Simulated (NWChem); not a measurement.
# BH3SO; SMILES OBS

```xyz
6

B     -0.5664    -0.5966     0.0000
H     -1.7490    -0.7370     0.0000
O      0.2006    -1.7140     0.0000
H      1.1558    -1.5513     0.0000
S      0.0286     1.1301     0.0000
H      1.3634     0.9017     0.0000
```
Atoms are numbered in this order, from 1.

Program: NWChem. Medium grid unless said otherwise, to which SCAN and Minnesota functionals are sensitive. Geometry: optimised at B3LYP/6-31G* (spherical d). B3LYP is NWChem's, with the RPA form of VWN correlation.

### Question
Order these by “highest occupied level (eV)”, lowest first: BP86/def2-SVP; MN15-L/def2-SVP; LRC-wPBEh/def2-SVP; B3LYP/def2-SVP.

### Answer
LRC-wPBEh/def2-SVP (-9.65), B3LYP/def2-SVP (-7.44), MN15-L/def2-SVP (-7.04), BP86/def2-SVP (-6.58)
